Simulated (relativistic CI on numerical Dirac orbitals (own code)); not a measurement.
## Ta3+: L2,3 absorption edge

Computed with this model: Dirac-Coulomb-Breit CI, separate exchange-only KLI orbitals for each configuration, QED by a radiative potential, multiplet model of core-to-valence dipole absorption, unscaled Slater integrals; configurations [Xe] 4f14 5d2 → [He] 2s2 2p5 3s2 3p6 3d10 4s2 4p6 4d10 4f14 5s2 5p6 5d3; 300 K; Lorentzian 7.5 eV and Gaussian 1 eV FWHM. Energies are those of the free ion, without screening or charge transfer. The branching ratio is the share of the lower-energy edge in the whole absorption, uncertain by about 0.02 where the edges overlap. S is read from ⟨S²⟩ = S(S + 1).

Field parameters in Wybourne normalisation: D4h B²₀ = −7Ds, B⁴₀ = 21(Dq − Dt), B⁴₄ = 21√(5/14) Dq. The field is a parameter set, without covalency.

free ion: ground-state S = 0.97, centroid 10125.97 eV, branching ratio 0.804. Peaks (eV, height): 9880.0 (100), 11136.0 (23).

D4h, 10Dq = 26850, Ds = -1500, Dt = 860 cm⁻¹: ground-state S = 0.99, centroid 10193.11 eV, branching ratio 0.751. Peaks (eV, height): 9880.5 (100), 11136.5 (32).

The statistical ratio of this edge is 2/3 = 0.667. Values above it arise where the holes sit mainly in the j = l + 1/2 valence subshell or the ground state has high spin; values below it where core-valence Coulomb terms move weight to the upper edge, as in nearly empty shells. At deep edges of heavy elements the radial integrals of the two core levels differ, which raises the baseline.

Strongest unbroadened transitions for D4h, 10Dq = 26850, Ds = -1500, Dt = 860 cm⁻¹:

| Energy (eV) | Relative strength |
| --- | --- |
| 9877.70 | 100.0 |
| 9878.57 | 50.1 |
| 9878.69 | 34.0 |
| 9879.28 | 46.1 |
| 9879.42 | 39.1 |
| 9879.47 | 28.3 |
| 9880.07 | 35.6 |
| 9880.13 | 63.2 |
| 9880.20 | 86.8 |
| 9880.23 | 49.7 |
| 9880.28 | 80.0 |
| 9881.22 | 32.6 |
| 9881.47 | 34.1 |
| 9881.72 | 43.3 |
| 11134.25 | 40.8 |
| 11134.40 | 36.5 |
| 11135.39 | 43.3 |
| 11136.09 | 30.9 |
